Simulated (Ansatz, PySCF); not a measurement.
Species: BiF$_{2}$, net charge 1, singlet state. 
Geometry from a B3LYP-D3(BJ)/def2-TZVP (Ansatz, a quantum-chemistry and plane-wave program) optimisation:
```
Bi
F 1 1.9511
F 1 1.9511 2 95.60
```
Charge +1, spin multiplicity 1.

Total electronic energies in hartree. Cores are frozen in the correlated levels unless marked. Spin-orbit coupling is left out. The frozen core is the preceding noble-gas configuration, with the filled d and f shells of earlier blocks. In def2 rows, elements after Kr have scalar-relativistic effective core potentials. Basis-set limits of correlation are two-point, X^-3; Hartree-Fock from the larger set. The bracket is a focal-point correction in the basis named.

```json
[
 {"level": "HF/def2-TZVPPD", "program": "Ansatz", "energy (Eh)": "-412.26542"},
 {"level": "HF-D4/def2-TZVPD", "program": "PySCF + dftd4", "energy (Eh)": "-412.27079"},
 {"level": "RI-HF/def2-TZVPP", "program": "Ansatz", "energy (Eh)": "-412.26267"},
 {"level": "PBE/def2-TZVPD", "program": "Ansatz", "energy (Eh)": "-414.00241"},
 {"level": "revPBE-D4/def2-TZVPD", "program": "Ansatz + dftd4", "energy (Eh)": "-414.17565"},
 {"level": "B3LYP-D4/def2-TZVPD", "program": "Ansatz + dftd4", "energy (Eh)": "-414.22294"},
 {"level": "PBE0-D3(BJ)/def2-TZVP", "program": "Ansatz + dftd3", "energy (Eh)": "-413.95506"},
 {"level": "PBE0-D4/def2-TZVPD", "program": "Ansatz + dftd4", "energy (Eh)": "-413.95759"},
 {"level": "TPSSh/def2-TZVPD", "program": "PySCF", "energy (Eh)": "-414.07906"},
 {"level": "r2SCAN0-D4/def2-TZVPD", "program": "Ansatz + dftd4", "energy (Eh)": "-414.07043"},
 {"level": "PW6B95/def2-TZVPD", "program": "PySCF", "energy (Eh)": "-414.45270"},
 {"level": "MN15/def2-TZVPD", "program": "PySCF", "energy (Eh)": "-413.55210"},
 {"level": "CAM-B3LYP-D4/def2-TZVPD", "program": "Ansatz + dftd4", "energy (Eh)": "-414.07563"},
 {"level": "LC-wPBE/def2-TZVPD", "program": "Ansatz", "energy (Eh)": "-414.06780"},
 {"level": "wB97X-V/def2-TZVPD", "program": "Ansatz", "energy (Eh)": "-414.04983"},
 {"level": "B2PLYP-D4/def2-TZVPD", "program": "Ansatz + dftd4", "energy (Eh)": "-413.72588"},
 {"level": "MP2/def2-TZVPPD", "program": "Ansatz", "energy (Eh)": "-412.87384"},
 {"level": "CCSD/CBS(def2-TZVPP,def2-QZVPP)", "program": "Ansatz", "energy (Eh)": "-412.9656"},
 {"level": "CCSD(T)/def2-SVP", "program": "Ansatz", "energy (Eh)": "-412.44991"},
 {"level": "CCSD(T)/def2-QZVPP", "program": "Ansatz", "energy (Eh)": "-412.95349"},
 {"level": "RI-MP2/CBS(def2-TZVPP,def2-QZVPP)+[CCSD(T)-MP2]/def2-SVP", "program": "Ansatz", "energy (Eh)": "-412.9917"},
 {"level": "RI-MP2/CBS(def2-TZVPPD,def2-QZVPPD)+[CCSD(T)-MP2]/def2-QZVPPD", "program": "Ansatz", "energy (Eh)": "-412.9927"},
 {"level": "CCSD(T)/CBS(def2-TZVPPD,def2-QZVPPD)", "program": "Ansatz", "energy (Eh)": "-412.9916"}
]
```

Totals of different functionals don't rank their quality; only differences between species are comparable.
